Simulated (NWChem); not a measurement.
System: BeH2SeS; SMILES [SH][Be][SeH]

The following NWChem deck was run.

```
start job
memory heap 200 mb stack 900 mb global 1100 mb
geometry units angstroms
  Be     0.022059    -0.663009     0.037511
  S     -0.050957    -2.565025     0.116953
  H      0.004614    -2.691683    -1.230234
  Se     0.134319     1.363746    -0.023908
  H     -1.334541     1.458739    -0.089184
end
basis spherical
  Be library 6-31g*
  S library 6-31g*
  H library 6-31g*
  Se library 6-31g*
end
dft
  xc hfexch
  iterations 150
end
driver
  maxiter 120
end
task dft optimize
task dft freq
```

Output (shortened):

```
             Northwest Computational Chemistry Package (NWChem) 7.3.0
             --------------------------------------------------------

 C1  symmetry detected

                             Geometry "geometry" -> ""
                             -------------------------

 Output coordinates in angstroms (scale by  1.889725989 to convert to a.u.)

  No.       Tag          Charge          X              Y              Z
 ---- ---------------- ---------- -------------- -------------- --------------
    1 Be                   4.0000     0.00692517    -0.68988831     0.02173554
    2 S                   16.0000     0.01484504    -2.59469720     0.05251883
    3 H                    1.0000     0.02758534    -2.68463735    -1.29869975
    4 Se                  34.0000     0.03371729     1.34069693     0.01095538
    5 H                    1.0000    -1.43919446     1.37565028    -0.00102668

 Effective nuclear repulsion energy (a.u.)     152.9182943249

                                Z-matrix (autoz)
                                --------

 Units are Angstrom for bonds and degrees for angles

      Type          Name      I     J     K     L     M      Value
      ----------- --------  ----- ----- ----- ----- ----- ----------
    1 Stretch                  1     2                       1.90507
    2 Stretch                  1     4                       2.03079
    3 Stretch                  2     3                       1.35427
    4 Stretch                  4     5                       1.47338
    5 Bend                     1     2     3                92.88434
    6 Bend                     1     4     5                90.60593
    7 Bend                     2     4     5                91.08948
    8 Bend                     4     2     3                93.20025
    9 Torsion                  3     2     4     5          90.10357
   10 Torsion                  2     3     1     4         178.20395
   11 Torsion                  2     1     5     4         178.92348

  xc_inp: hfexch multiplicative factor not found.

                           NWChem Geometry Optimization
                           ----------------------------

[...]

      ----------------------
      Optimization converged
      ----------------------

  Step       Energy      Delta E   Gmax     Grms     Xrms     Xmax
  ---- ---------------- -------- -------- -------- -------- --------
@    6   -2812.93731490 -1.1D-07  0.00005  0.00002  0.00042  0.00090
                                     ok       ok       ok       ok

                                Z-matrix (autoz)
                                --------

 Units are Angstrom for bonds and degrees for angles

      Type          Name      I     J     K     L     M      Value     Gradient
      ----------- --------  ----- ----- ----- ----- ----- ---------- ----------
    1 Stretch                  1     2                       1.91031   -0.00004
    2 Stretch                  1     4                       2.04761    0.00002
    3 Stretch                  2     3                       1.33167    0.00001
    4 Stretch                  4     5                       1.46160    0.00005
    5 Bend                     1     2     3                96.08910   -0.00000
    6 Bend                     1     4     5                93.70114   -0.00000
    7 Bend                     2     4     5                94.16701   -0.00000
    8 Bend                     4     2     3                96.31288   -0.00000
    9 Torsion                  3     2     4     5          90.67761   -0.00000
   10 Torsion                  2     3     1     4         178.19064   -0.00000
   11 Torsion                  2     1     5     4         179.19237   -0.00000

                         Geometry "geometry" -> "geometry"
                         ---------------------------------

 Output coordinates in angstroms (scale by  1.889725989 to convert to a.u.)

[...]

 Rotational Constants
 --------------------
 A=   4.409956 cm-1  (  6.344802 K)
 B=   0.044932 cm-1  (  0.064645 K)
 C=   0.044883 cm-1  (  0.064575 K)

 Temperature                      =   298.15K
 frequency scaling parameter      =   1.0000

 Zero-Point correction to Energy  =   12.389 kcal/mol  (  0.019743 au)
 Thermal correction to Energy     =   15.687 kcal/mol  (  0.024999 au)
 Thermal correction to Enthalpy   =   16.280 kcal/mol  (  0.025943 au)

 Total Entropy                    =   73.810 cal/mol-K
   - Translational                =   40.291 cal/mol-K (mol. weight = 121.9182)
   - Rotational                   =   24.698 cal/mol-K (symmetry #  =        1)
   - Vibrational                  =    8.821 cal/mol-K

 Cv (constant volume heat capacity) =   15.317 cal/mol-K
   - Translational                  =    2.979 cal/mol-K
   - Rotational                     =    2.979 cal/mol-K
   - Vibrational                    =    9.358 cal/mol-K

[normal modes left out]

 ----------------------------------------------------------------------------
 Normal Eigenvalue ||           Projected Infra Red Intensities
  Mode   [cm**-1]  || [atomic units] [(debye/angs)**2] [(KM/mol)] [arbitrary]
 ------ ---------- || -------------- ----------------- ---------- -----------
    1       -0.000 ||    0.000000           0.000         0.000       0.000
    2       -0.000 ||    0.000254           0.006         0.248       0.081
    3        0.000 ||    0.015508           0.358        15.118       4.949
    4        0.000 ||    0.000150           0.003         0.146       0.048
    5        0.000 ||    0.000072           0.002         0.070       0.023
    6        0.000 ||    0.000019           0.000         0.019       0.006
    7      189.001 ||    0.017489           0.403        17.049       5.582
    8      192.507 ||    0.045646           1.053        44.498      14.568
    9      194.019 ||    0.031367           0.724        30.578      10.011
   10      298.943 ||    0.000173           0.004         0.169       0.055
   11      645.508 ||    0.000371           0.009         0.361       0.118
   12      702.845 ||    0.001014           0.023         0.988       0.324
   13     1006.209 ||    0.329356           7.599       321.073     105.114
   14     2569.986 ||    0.025218           0.582        24.584       8.048
   15     2871.141 ||    0.003361           0.078         3.276       1.073
 ----------------------------------------------------------------------------
```

Level: Hartree-Fock/6-31G* (spherical d). This build's default masses of Se (78.918 u) and Br (79.917 u) are each other's, which moves their modes by up to 0.6 %.
